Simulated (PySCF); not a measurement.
## Steps of a relaxation of La(NH2)3

La(NH2)3 (singlet; a saddle point, relaxed within its symmetry). PySCF 2.14.0, RKS BP86, La lcecp-1-SVP with ECP46, N def2-SVP, H def2-SVP; non-relativistic Hamiltonian with scalar-relativistic core potentials where named; density fitting; no spin-orbit coupling. Origin of the start: template. Columns: position (Å) and force (eV/Å). Energies are counted from the last step; some of the 6 steps are shown. Forces carry noise of the integration grid, about 0.01 to 0.03 eV/Å.

Run from Python with OMP_NUM_THREADS=2. Where DIIS fails, smearing, a level shift and second-order steps follow.
It took 26 s on 2 threads of Arm Neoverse V1, on a shared host, from the converged density of the start.

```xyz
10
step 0  E = 0.078 eV
La    0.0000    0.0000    0.0000     0.00    0.00    0.00
N     2.3580    0.0000    0.0000    -1.25    0.00    0.00
H     2.9480    0.0000    0.8300     0.57    0.00    0.20
H     2.9480    0.0000   -0.8300     0.57    0.00   -0.20
N    -1.1790    2.0421    0.0000     0.63   -1.08    0.00
H    -1.4740    2.5530    0.8300    -0.28    0.49    0.20
H    -1.4740    2.5530   -0.8300    -0.28    0.49   -0.20
N    -1.1790   -2.0421    0.0000     0.63    1.08    0.00
H    -1.4740   -2.5530    0.8300    -0.28   -0.49    0.20
H    -1.4740   -2.5530   -0.8300    -0.28   -0.49   -0.20
```

```xyz
10
step 2  E = 0.001 eV
La    0.0000    0.0000    0.0000     0.00    0.00    0.00
N     2.3397    0.0000    0.0000     0.08    0.00    0.00
H     2.9785    0.0000    0.8127    -0.01    0.00   -0.04
H     2.9785    0.0000   -0.8127    -0.01    0.00    0.04
N    -1.1699    2.0263    0.0000    -0.04    0.07    0.00
H    -1.4893    2.5795    0.8127     0.00    0.00   -0.04
H    -1.4893    2.5795   -0.8127     0.00    0.00    0.04
N    -1.1699   -2.0263    0.0000    -0.04   -0.07    0.00
H    -1.4893   -2.5795    0.8127     0.00    0.00   -0.04
H    -1.4893   -2.5795   -0.8127     0.00    0.00    0.04
```

```xyz
10
step 3  E = 0.000 eV
La    0.0000    0.0000    0.0000     0.00    0.00    0.00
N     2.3415    0.0000    0.0000     0.03    0.00    0.00
H     2.9813    0.0000    0.8110     0.00    0.00   -0.01
H     2.9813    0.0000   -0.8110     0.00    0.00    0.01
N    -1.1708    2.0278    0.0000    -0.02    0.03    0.00
H    -1.4906    2.5819    0.8110     0.00    0.00   -0.01
H    -1.4906    2.5819   -0.8110     0.00    0.00    0.01
N    -1.1708   -2.0278    0.0000    -0.02   -0.03    0.00
H    -1.4907   -2.5819    0.8110     0.00    0.00   -0.01
H    -1.4907   -2.5819   -0.8110     0.00    0.00    0.01
```

Where does the relaxation end?

It converges at step 5 in D3h:
```xyz
10
step 5  E = 0
La    0.0000    0.0000    0.0000
N     2.3441    0.0000    0.0000
H     2.9842    0.0000    0.8105
H     2.9842    0.0000   -0.8105
N    -1.1721    2.0301    0.0000
H    -1.4921    2.5844    0.8105
H    -1.4921    2.5844   -0.8105
N    -1.1721   -2.0301    0.0000
H    -1.4921   -2.5844    0.8105
H    -1.4921   -2.5844   -0.8105
```

How did the contacts change?


```csv
contact,start (Å),end (Å)
La1–N2 (NH2),2.358,2.344
La1–N5 (NH2),2.358,2.344
La1–N8 (NH2),2.358,2.344
```
